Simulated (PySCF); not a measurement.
C$_{2}$H$_{6}$In, charge +1, singlet, geometry from GFN2-xTB (such geometries of metal compounds can be far from the true shape) (core potentials on In); WB97X/def2-SVP (PySCF).

PySCF was given this input:
```python
from pyscf import gto, scf, dft

mol = gto.M(
    atom='''
In    0.000000    0.000000    0.000000
C     1.767999    0.264584   -1.433558
H     2.412420   -0.605902   -1.305081
H     2.270644    1.189597   -1.148548
H     1.353102    0.319627   -2.440713
C    -1.767999   -0.264584    1.433558
H    -2.257624   -1.200722    1.162551
H    -2.423557    0.595054    1.289344
H    -1.354984   -0.297654    2.442446
''',
    basis='def2-svp',
    ecp={'In': 'def2-svp'},
    charge=1,
    spin=0,
    verbose=4,
)

mf = dft.RKS(mol)
mf.xc = 'wb97x'
mf.grids.level = 2
mf.kernel()
```

What the program printed (banner, timings and long lists left out):

```
PySCF version 2.14.0

[INPUT] verbose = 4
[INPUT] num. atoms = 9
[INPUT] num. electrons = 38
[INPUT] charge = 1
[INPUT] spin (= nelec alpha-beta = 2S) = 0
[INPUT] symmetry False subgroup None
[INPUT] Mole.unit = angstrom
[INPUT] Symbol           X                Y                Z      unit          X                Y                Z       unit  Magmom
[INPUT]  1 In     0.000000000000   0.000000000000   0.000000000000 AA    0.000000000000   0.000000000000   0.000000000000 Bohr   0.0
[INPUT]  2 C      1.767999000000   0.264584000000  -1.433558000000 AA    3.341033898505   0.499991296942  -2.709032003679 Bohr   0.0
[INPUT]  3 H      2.412420000000  -0.605902000000  -1.305081000000 AA    4.558813097423  -1.144988838326  -2.466245660373 Bohr   0.0
[INPUT]  4 H      2.270644000000   1.189597000000  -1.148548000000 AA    4.290895286387   2.248012528604  -2.170441160917 Bohr   0.0
[INPUT]  5 H      1.353102000000   0.319627000000  -2.440713000000 AA    2.556992198601   0.604007492016  -4.612279118666 Bohr   0.0
[INPUT]  6 C     -1.767999000000  -0.264584000000   1.433558000000 AA   -3.341033898505  -0.499991296942   2.709032003679 Bohr   0.0
[INPUT]  7 H     -2.257624000000  -1.200722000000   1.162551000000 AA   -4.266291052245  -2.269035731740   2.196902995839 Bohr   0.0
[INPUT]  8 H     -2.423557000000   0.595054000000   1.289344000000 AA   -4.579858977273   1.124489089327   2.436507040351 Bohr   0.0
[INPUT]  9 H     -1.354984000000  -0.297654000000   2.442446000000 AA   -2.560548663168  -0.562484539881   4.615554014039 Bohr   0.0

nuclear repulsion = 109.994481832006
number of shells = 40
number of NR pGTOs = 151
number of NR cGTOs = 84
basis = def2-svp
ecp = {'In': 'def2-svp'}

******** <class 'pyscf.dft.rks.RKS'> ********
method = RKS
initial guess = minao
damping factor = 0
level_shift factor = 0
DIIS = <class 'pyscf.scf.diis.CDIIS'>
diis_start_cycle = 1
diis_space = 8
diis_damp = 0
SCF conv_tol = 1e-09
SCF conv_tol_grad = None
SCF max_cycles = 50
direct_scf = True
direct_scf_tol = 1e-13
XC library pyscf.dft.libxc version 7.1.2
    S. Lehtola, C. Steigemann, M. J. T. Oliveira, and M. A. L. Marques,  SoftwareX 7, 1–5 (2018)
XC functionals = wb97x
    J.-D. Chai and M. Head-Gordon,  J. Chem. Phys. 128, 084106 (2008)
radial grids:
    Treutler-Ahlrichs [JCP 102, 346 (1995); DOI:10.1063/1.469408] (M4) radial grids

becke partition: Becke, JCP 88, 2547 (1988); DOI:10.1063/1.454033
pruning grids: <function nwchem_prune>
grids dens level: 2
symmetrized grids: False
atomic radii adjust function: <function treutler_atomic_radii_adjust>
small_rho_cutoff = 0
Set gradient conv threshold to 3.16228e-05
Initial guess from minao.
tot grids = 68696
init E= -248.485263686021
  HOMO = -0.678362447540565  LUMO = -0.497015570512414  gap/eV = 4.93470
cycle= 1 E= -269.127452532858  delta_E= -20.6  |g|= 1.49  |ddm|= 12.2
  HOMO = -0.489682132949499  LUMO = -0.121638054103959  gap/eV = 10.01499
cycle= 2 E= -269.468369597014  delta_E= -0.341  |g|= 0.97  |ddm|= 3.81
  HOMO = -0.52733485390573  LUMO = -0.164556588474183  gap/eV = 9.87170
cycle= 3 E= -269.631961994631  delta_E= -0.164  |g|= 0.0728  |ddm|= 1.02
  HOMO = -0.554122313231026  LUMO = -0.179654557133645  gap/eV = 10.18979
cycle= 4 E= -269.633390491213  delta_E= -0.00143  |g|= 0.0319  |ddm|= 0.108
  HOMO = -0.549761402389853  LUMO = -0.175269259303245  gap/eV = 10.19045
cycle= 5 E= -269.633697443364  delta_E= -0.000307  |g|= 0.00397  |ddm|= 0.0358
  HOMO = -0.550361810770482  LUMO = -0.17496290272912  gap/eV = 10.21512
cycle= 6 E= -269.633709884389  delta_E= -1.24e-05  |g|= 0.000935  |ddm|= 0.0111
  HOMO = -0.550482050489126  LUMO = -0.175073956518067  gap/eV = 10.21537
cycle= 7 E= -269.633710443665  delta_E= -5.59e-07  |g|= 0.000119  |ddm|= 0.00269
  HOMO = -0.550467311505999  LUMO = -0.175046464847409  gap/eV = 10.21572
cycle= 8 E= -269.633710455091  delta_E= -1.14e-08  |g|= 1.75e-05  |ddm|= 0.000506
  HOMO = -0.55046935368855  LUMO = -0.175045943594491  gap/eV = 10.21579
cycle= 9 E= -269.633710455339  delta_E= -2.48e-10  |g|= 2.39e-06  |ddm|= 8.37e-05
  HOMO = -0.55046939354453  LUMO = -0.175046117057944  gap/eV = 10.21579
Extra cycle  E= -269.633710455342  delta_E= -3.69e-12  |g|= 1.17e-06  |ddm|= 6.6e-06
converged SCF energy = -269.633710455342
```
